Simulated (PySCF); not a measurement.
How far are cheaper levels from CCSD(T)/CBS for ZnBr?

PySCF; the state is a doublet (σ ↑). The composite is CCSD(T) extrapolated to the basis-set limit from two correlation-consistent sets, with core-valence (CV) and scalar-relativistic (SR) terms as its label shows; it has no spin–orbit coupling and nothing beyond (T). Here it is CCSD(T)/CBS(DT). It gives Re = 2.275 Å, ωe = 283 cm⁻¹ and De = 1.70 eV to Zn + Br.

```json
{"level": "UHF-SCS-MP2", "basis": "pcseg-1", "relativity": "no relativity", "Re (Å)": "2.297", "ωe (cm⁻¹)": "301", "De (eV)": "1.81"}
{"level": "PBE", "basis": "def2-TZVPPD", "relativity": "no relativity", "Re (Å)": "2.324", "ωe (cm⁻¹)": "258", "De (eV)": "1.90"}
{"level": "r²SCAN", "basis": "pcseg-1", "relativity": "no relativity", "Re (Å)": "2.304", "ωe (cm⁻¹)": "281", "De (eV)": "2.10"}
{"level": "r²SCAN", "basis": "def2-TZVPPD", "relativity": "no relativity", "Re (Å)": "2.291", "ωe (cm⁻¹)": "279", "De (eV)": "2.15"}
{"level": "r²SCANh", "basis": "def2-TZVPP", "relativity": "no relativity", "Re (Å)": "2.292", "ωe (cm⁻¹)": "281", "De (eV)": "2.14"}
{"level": "PBE0", "basis": "pcseg-1", "relativity": "no relativity", "Re (Å)": "2.315", "ωe (cm⁻¹)": "275", "De (eV)": "1.91"}
{"level": "PBE0", "basis": "def2-TZVPPD", "relativity": "no relativity", "Re (Å)": "2.305", "ωe (cm⁻¹)": "274", "De (eV)": "1.99"}
{"level": "B97-3", "basis": "def2-TZVPP", "relativity": "no relativity", "Re (Å)": "2.339", "ωe (cm⁻¹)": "258", "De (eV)": "1.75"}
{"level": "B97-3", "basis": "def2-TZVPPD", "relativity": "no relativity", "Re (Å)": "2.337", "ωe (cm⁻¹)": "259", "De (eV)": "1.76"}
{"level": "ωB97X-V", "basis": "def2-TZVPP", "relativity": "no relativity", "Re (Å)": "2.297", "ωe (cm⁻¹)": "282", "De (eV)": "1.95"}
```

Question: Give the difference of each row from the composite.

Answer: 

| level | basis | ΔRe (pm) | Δωe (%) | ΔDe (eV) |
| --- | --- | --- | --- | --- |
| UHF-SCS-MP2 | pcseg-1 | +2.2 | +6.4 | +0.11 |
| PBE | def2-TZVPPD | +4.9 | -8.8 | +0.20 |
| r²SCAN | pcseg-1 | +2.9 | -0.7 | +0.40 |
| r²SCAN | def2-TZVPPD | +1.6 | -1.4 | +0.45 |
| r²SCANh | def2-TZVPP | +1.7 | -0.7 | +0.44 |
| PBE0 | pcseg-1 | +4.0 | -2.8 | +0.21 |
| PBE0 | def2-TZVPPD | +3.0 | -3.2 | +0.29 |
| B97-3 | def2-TZVPP | +6.4 | -8.8 | +0.05 |
| B97-3 | def2-TZVPPD | +6.2 | -8.5 | +0.06 |
| ωB97X-V | def2-TZVPP | +2.2 | -0.4 | +0.25 |

Question: Which rows come closest in De?

Answer: B97-3 in def2-TZVPP (+0.05 eV); B97-3 in def2-TZVPPD (+0.06 eV), counted from the composite.

Correlated steps freeze the inner cores (13 to 14 orbitals); shallow outer-core shells are correlated. Correlated levels converge slowly with the basis: in double zeta they bind strong bonds too weakly, by up to about 1 eV, and carry superposition errors of some tenths. Spin–orbit coupling is left out. The state is the lowest determinant that a PBE0 search found; another state may lie lower at other levels.
